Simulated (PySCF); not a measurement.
CH₅FOSi₂, SMILES F[Si@H]1CO[SiH2]1.

The structure is a stationary point at B3LYP-D3(BJ)/def2-SVP. The structure was generated by enumeration; whether it is a known compound was not checked.

Calculation: TDDFT-M06-2X/def2-SVPD in PySCF.

Vertical excitations. Isolated molecule, no solvent.

Computed lowest excited states:
| state | energy (eV) | λ (nm) | f | main pairs |
|---|---|---|---|---|
| S1 | 5.80 | 214 | 0.039 | HOMO→LUMO 92 % |
| S2 | 6.26 | 198 | 0.048 | HOMO→LUMO+1 79 %, HOMO−1→LUMO 13 % |
| S3 | 6.32 | 196 | 0.011 | HOMO−1→LUMO 76 %, HOMO→LUMO+1 14 % |
| S4 | 6.61 | 188 | 0.007 | HOMO−2→LUMO 57 %, HOMO−1→LUMO+1 34 % |
| S5 | 6.90 | 180 | 0.002 | HOMO−1→LUMO+1 47 %, HOMO−2→LUMO 32 %, HOMO→LUMO+2 9 % |
| S6 | 7.03 | 176 | 0.239 | HOMO→LUMO+2 65 %, HOMO−1→LUMO+1 12 %, HOMO−1→LUMO+2 10 % |
| S7 | 7.29 | 170 | 0.008 | HOMO−2→LUMO+1 79 % |
| S8 | 7.39 | 168 | 0.032 | HOMO−1→LUMO+2 43 %, HOMO→LUMO+3 31 % |
| S9 | 7.45 | 166 | 0.027 | HOMO→LUMO+3 57 %, HOMO−1→LUMO+2 18 %, HOMO→LUMO+2 11 % |
| S10 | 7.85 | 158 | 0.008 | HOMO−2→LUMO+2 74 % |
| T1 | 5.24 | 236 | 0 | HOMO→LUMO 81 % |
| T2 | 5.59 | 222 | 0 | HOMO→LUMO+1 76 % |
| T3 | 6.01 | 206 | 0 | HOMO−1→LUMO 88 % |
| T4 | 6.12 | 202 | 0 | HOMO→LUMO+2 75 % |
Triplets are in the Tamm–Dancoff approximation, which puts them higher than full response would, so one can lie above its singlet here.
